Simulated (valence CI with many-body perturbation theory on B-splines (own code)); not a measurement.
Zn⁸⁺: what the settings do

Calculated by configuration interaction combined with many-body perturbation theory (CI+MBPT): four valence electrons over a frozen Dirac-Fock core [Ar], radial functions for each j: 6 s, 6 p, 5 d, 5 f, 1 g, with the one-electron correlation potential Σ1 (screened to all orders), the two-electron term Σ2, the three-electron term Σ3, Breit, model QED; selected single and double excitations, second order for the rest, scaled by the run's own slope (own B-spline code, finite nucleus).

No measured spectrum was set against this ion. As an estimate, terms of the open shell hold to 2 to 4 % of their energy, and close levels can change places; different configurations can be misplaced against each other by 1,000 to 8,000 cm⁻¹. Only levels of the ground parity were solved; by the run's estimate the other parity begins above the list, which can be wrong where configurations are misplaced.

The reference run has the lowest level 3d4 5D_0 and an ionisation energy of 203.243 eV. Its largest variational space holds 7491 state functions.

Changed runs:
A. three-electron term on → off
B. size limit of the variational space 10000 → 1500; second order for the rest on → off
C. correlating orbitals by l 3 3 3 3 1 → 1 2 3 4 2
D. factor on the speed of light 1 → 1.1 (bad on purpose)

Excitation energies of the reference run in cm⁻¹, and shifts in cm⁻¹:

```csv
Level,Reference,A,B,C,D
3d4 5D_1,500,-2.3,+494,+2.4,-106
3d4 5D_2,1404,-3.4,+1170,+2.0,-279
3d4 5D_3,2604,-3.4,+1403,+0.8,-490
3d4 5D_4,4022,-2.3,+1407,+0.3,-717
3d4 3P_0,36185,+75,+23,-108,+397
3d4 3H_4,37014,+318,+1920,-13,-62
3d4 3H_5,38125,+270,+1154,-10,-324
3d4 3H_6,39125,+262,+565,-12,-509
3d4 3P_1,39190,-52,+1218,-104,-178
3d4 3F_3,41520,+474,+2303,-66,-223
3d4 3F_2,41665,+435,+2085,-70,-326
3d4 3F_4,42030,+466,+2290,-64,-375
Ionisation energy (eV),203.243,-0.0028,+0.008,+0.011,+0.158
```
